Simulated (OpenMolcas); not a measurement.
Ag2+ (d9) in a complex was computed by CASSCF with the d shell active (OpenMolcas, ANO-RCC-VTZP on the metal). Its lowest spin-free states, and all those of the highest spin:

| 2S+1 | Degeneracy | E (cm-1) |
| --- | --- | --- |
| 2 | 2 | 0.0 |
| 2 | 3 | 7246 |

Task: Is the site octahedral, tetrahedral or cube-like, axial, or of lower symmetry?

Result: The states with 2S+1 = 2 have orbital degeneracies 2, 3. Threefold states need a cubic site. For d9 at this spin an octahedron puts the twofold E below the threefold T2 and a tetrahedron or cube puts the threefold T2 below the twofold E, so the site is octahedral. The first gap at this spin, 7250 cm-1, is |10Dq| in ligand-field theory. The run had Ag2+ with 6 ligands (fluoride) in octahedral coordination (Oh) at 2.25 Å. A charge of +0.667 e stands 3.2 Å behind each ligand. Ligand basis ANO-RCC-VDZP.

An orbital doublet at a regular site is open to a Jahn-Teller distortion, which this geometry leaves out. With metal d orbitals alone the field can be off either way by tens of per cent. Ligand-to-metal charge-transfer states are missing. No measured value stands beside these numbers; the geometry is a model, was not optimised and need not be the one that this ion takes.
